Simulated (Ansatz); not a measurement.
`[OH][In]([F])[O][SiH3]` + H₂S → `[OH][In]([F])[SH]` + `O[SiH3]`  (ligand exchange at the In–O bond)

Program: Ansatz. Geometries: PBE0-D4/def2-TZVP. ΔE: electronic, gas phase. CBS: MP2 limit from def2 TZ/QZ plus the TZ coupled-cluster correction, frozen cores. This one scheme is used for every species. Functionals use def2-TZVPP. B3LYP here is the variant with VWN-RPA as its local correlation; programs differ in this. Elements past krypton have def2 core potentials. For In outer-core shells are correlated without core-valence functions, which leaves a few kJ/mol of doubt a bond. Each species was taken in one conformer, which may not be the lowest.

```csv
level,ΔE (eV)
B3LYP-D4,-0.61
HF/def2-TZVPP,-0.56
```

What does CCSD(T)/CBS give? (An estimate is asked.)

Computed: -0.56 eV. The listed levels differ from it by -0.05, 0.00 eV.

Largest T1 diagnostic among the species: 0.017.

CCSD(T)/CBS has its own doubt, a few kJ/mol and more with outer-core shells, so smaller differences from it don't rank the levels.
